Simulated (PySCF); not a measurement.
CH7NSi2, SMILES C1N[SiH2][SiH2]1. Atoms are numbered in the order given.

```xyz
11

C     -1.2477    -0.7647     0.0000
N     -1.1361     0.7023     0.0000
Si     0.5416     1.1898     0.0000
Si     0.6504    -1.1501     0.0000
H     -1.7671    -1.1659    -0.8914
H     -1.7671    -1.1659     0.8914
H     -1.9886     1.2542     0.0000
H      1.0003     1.9675     1.1961
H      1.0003     1.9675    -1.1961
H      1.1366    -1.8704     1.2130
H      1.1366    -1.8704    -1.2130
```

Coordinates come from a B3LYP-D3(BJ)/def2-SVP optimisation. The structure was generated by enumeration, and PubChem lists no compound with its InChIKey, so it may never have been made.

Method: PySCF with ωB97X/def2-TZVP.

Symmetry labels are those of the subgroup Cs that the program uses (full group Cs).

Computed valence orbital energies around the gap with their symmetry:
| orbital | symmetry | energy (eV) |
|---|---|---|
| HOMO−7 | A' | -15.79 |
| HOMO−6 | A" | -14.76 |
| HOMO−5 | A' | -13.25 |
| HOMO−4 | A" | -12.26 |
| HOMO−3 | A" | -11.98 |
| HOMO−2 | A' | -11.04 |
| HOMO−1 | A' | -9.79 |
| HOMO | A" | -9.10 |
| LUMO | A' | 1.85 |
| LUMO+1 | A' | 2.08 |
| LUMO+2 | A" | 2.71 |
| LUMO+3 | A' | 3.28 |
